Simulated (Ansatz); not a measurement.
One change: `OCCCF` becomes `OCC[AsH2]`.

Ansatz, PBE0-D4/def2-TZVP geometries, multiplicity 1. Each molecule was computed in one conformer, which needn't be the lowest.

Scalar relativity is left out up to krypton.

| property | `OCCCF` |
| --- | --- |
| HOMO–LUMO gap (B3LYP/def2-TZVPP) / eV | 8.41 |
| HOMO energy (ωB97M-V/def2-TZVPP) / eV | -10.42 |
| LUMO energy (PBE0/def2-TZVPP) / eV | 1.09 |
| HOMO energy (PBE/def2-TZVPP) / eV | -6.26 |
| size of the dipole moment (B3LYP/def2-TZVPP) / D | 1.38 |
| size of the dipole moment (ωB97M-V/def2-TZVPP) / D | 1.37 |

Q: Give the same properties after the change, and the shifts. (Best estimate.)

A: Computed: 
| property | `OCC[AsH2]` | shift |
| --- | --- | --- |
| HOMO–LUMO gap (B3LYP/def2-TZVPP) / eV | 7.23 | -1.18 |
| HOMO energy (ωB97M-V/def2-TZVPP) / eV | -9.23 | 1.19 |
| LUMO energy (PBE0/def2-TZVPP) / eV | 0.65 | -0.44 |
| HOMO energy (PBE/def2-TZVPP) / eV | -5.94 | 0.32 |
| size of the dipole moment (B3LYP/def2-TZVPP) / D | 2.21 | 0.83 |
| size of the dipole moment (ωB97M-V/def2-TZVPP) / D | 2.21 | 0.84 |

With PBE0 the HOMO rises by 0.89 eV and the LUMO falls by 0.44 eV, so the gap narrows by about 1.33 eV. PBE moves the HOMO by 0.32 eV and ωB97M-V by 1.19 eV. Dipoles are sizes alone; their direction can turn.

B3LYP here is the variant with VWN-RPA as its local correlation; programs differ in this.
